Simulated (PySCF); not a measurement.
Working out the ionisation energy of Mn

Mn [Ar] 3d5 4s2 (6S) → Mn+ [Ar] 3d5 4s1 (7S). All numbers are calculated (PySCF 2.14, the spin-free X2C one-electron Hamiltonian (Gaussian nucleus), in x2c-TZVPPall). Frozen: [Ar]. Energies in hartree (1 hartree = 27.21139 eV):

```tsv
part	Mn (lower)	Mn+ (upper)
UHF	-1157.374397	-1157.152926
CCSD correlation	-0.132684	-0.089797
(T)	-0.003787	-0.001206
```

Problem. What does Hartree-Fock give?

Solution. (-1157.152926) − (-1157.374397) = 0.221471 hartree = 6.027 eV.

Problem. What do CCSD and CCSD(T) give?

Solution. The CCSD correlation energies differ by 0.042887 hartree = 1.167 eV and the triples by 0.002581 hartree = 0.070 eV, so CCSD gives 7.194 eV and CCSD(T) 7.264 eV.

Measured between the centres of the two terms (NIST): 7.434 eV, so CCSD(T) (valence) is off by -0.170 eV.

What remains against the reference includes basis incompleteness, the frozen core and higher excitations.
